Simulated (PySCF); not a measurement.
C5H8NO (doublet state).
Z-matrix (Å and degrees, GFN2-xTB geometry), rows numbered from 1:
```
N 
C   1  1.4478
C   2  1.5436  1  110.79
C   3  1.4678  2  105.33  1   147.18
C   4  1.4217  3  112.30  2   -12.51
O   5  1.2241  4  127.41  3   179.47
C   5  1.5249  4  107.47  3    -1.59
H   1  1.0133  2  110.83  3   173.52
H   1  1.0154  2  110.61  3   -66.74
H   2  1.0953  1  106.97  3  -118.42
H   3  1.0987  2  109.48  1    28.03
H   3  1.0926  2  112.87  1   -89.35
H   4  1.0758  3  123.94  2   170.33
H   7  1.0941  2  110.50  1   -27.78
H   7  1.0893  2  113.80  1    93.64
```

The hyperfine couplings belong to this conformer and change with its torsions.

The species is `N[C@H]1C[CH]C(=O)C1` [radical].

Method used: UKS B3LYP, pcH-1 on C H N O, non-relativistic, mean-field spin-orbit, GIAO (PySCF). Geometry: GFN2-xTB, one conformer, isolated molecule. The geometry wasn't refined by DFT: couplings that depend on bond lengths, twists or pyramidal angles can differ widely from those at the functional's own minimum. No stability test was run, so a lower SCF solution isn't excluded.

(1) What is the g tensor, term by term?

(2) At 9.571 GHz, how far is the centre of the isotropic spectrum from where a free electron (g = 2.002319) resonates?

(3) How much does each term add to the isotropic shift?

(4) In a frozen sample, at which fields do the three g values resonate at 9.5, 34, 94 and 263 GHz (hyperfine left aside), and which band first spreads them over more than twice a line width of 0.3 mT?

## Answers

(1) 
```
                    Δg (ppt)      1      2      3
relativistic mass correction  -0.19  -0.19  -0.19
            gauge correction  -0.01   0.03   0.03
   orbital Zeeman/spin–orbit   0.01   2.00   6.70
                       total  -0.19   1.84   6.55
```

So g = 2.00213, 2.00416, 2.00887 and g_iso = 2.00505; the tensor is rhombic: the two nearest values differ by 30 % of g3 − g1. Axes: g2 points within 8° of the C4–H13 bond and g3 points within 14° of the C5–O6 bond.

(2) B = hν/(g μB) with μB/h = 13.99624 MHz/mT gives 341.52 mT for the free electron and 341.05 mT at g_iso, 0.47 mT lower.

(3) The orbital-Zeeman/spin–orbit term 2.90, the mass correction -0.19 and the gauge correction 0.02 ppt, for a total of 2.73 ppt. The orbital-Zeeman/spin–orbit term is the largest in size. The mass correction is the same along every axis, so the anisotropy comes from the other two: their spans along these axes are 0.04 (gauge) and 6.70 ppt (orbital Zeeman/spin–orbit).

(4) 
```
band    GHz  B(g3) mT  B(g2) mT  B(g1) mT  spread mT
   X    9.5    337.88    338.67    339.02       1.14
   Q   34.0   1209.25   1212.09   1213.32       4.07
   W   94.0   3343.21   3351.08   3354.47      11.26
   J  263.0   9353.88   9375.89   9385.39      31.50
```

The spread grows in proportion to the frequency. X band is the first where it exceeds 0.6 mT.

Largest spin populations (Mulliken): C4 (+0.81), O6 (+0.30), C5 (-0.11) and C3 (-0.07). The positive populations add up to 1.21 and the negative ones to -0.21, together 2S = 1. The angles at C4 add up to 359.9°, so it is planar; its axial dipolar tensor and the negative coupling of its proton fit spin in a p orbital normal to that plane.

The HOMO–LUMO gaps are 6.90 eV among the α and 3.00 eV among the β orbitals.
